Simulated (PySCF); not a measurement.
SiH₂Cl₂, SMILES Cl[SiH2]Cl. Coordinates come from a PBE-D3(BJ)/def2-TZVP optimisation. The isomer is the one that the SMILES or the coordinates give; other isomers of the formula were not compared.

Computed equilibrium geometry at PBE-D3(BJ)/def2-TZVP (PySCF confirms it by a frequency run) as a Z-matrix, and its point group:
point group C2v.
```
Si
H 1 1.4854
H 1 1.4854 2 112.83
Cl 1 2.0559 2 108.42 3 120.10
Cl 1 2.0559 2 108.42 3 -120.10
```
Charge 0, spin multiplicity 1.
